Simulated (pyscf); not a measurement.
## [Cl–In–Cl]• (SMILES [Cl][In][Cl]), doublet

Gas-phase minimum from PySCF at ωB97X-D3(BJ)/def2-SVP, one conformer. 

```
In
Cl 1 2.3610
Cl 1 2.3611 2 117.79
```
Charge 0, spin multiplicity 2.

Properties at ωB97X-D3(BJ)/def2-SVP:

| Item | Result |
|---|---|
| Harmonic wavenumbers, unscaled | 89, 344, 376 cm⁻¹ |
| Zero-point energy | 1.2 kcal/mol |
| Rotational symmetry number | 2 |
| Entropy of this conformer at 298 K and 1 atm, rigid rotor and harmonic oscillator, modes under 100 cm⁻¹ raised to 100 | 311.6 J/(mol K) |
| Dipole moment | 2.78 D |
| Spin expectation value S2 | 0.756 |

Single-point totals, which compare only within one level (frozen core for MP2 and CC):

```csv
level,total energy (hartree)
ωB97X-D3(BJ)/def2-TZVP,-1110.72756
PBE/def2-TZVP,-1110.27900
r²SCAN/def2-TZVP,-1110.66365
B3LYP-D3(BJ)/def2-TZVP,-1110.75373
PBE0-D3(BJ)/def2-TZVP,-1110.35157
M06-2X/def2-TZVP,-1110.55636
ωB97M-D3(BJ)/def2-TZVP,-1110.77718
UHF/def2-TZVPP,-1108.34169
MP2/def2-TZVPP,-1108.96895
CCSD/def2-TZVPP,-1108.99530
CCSD(T)/def2-TZVPP,-1109.02056
```

The CCSD(T) − MP2 part came from Ansatz, without density fitting, on the same reference. The frozen core leaves the outer d or s,p core shells of the metals and heavy elements correlated in the MP2 and CC values, and def2-TZVPP describes them poorly, so these totals are far from the basis limit. Elements past Kr carry the def2 core potentials, without spin-orbit coupling.
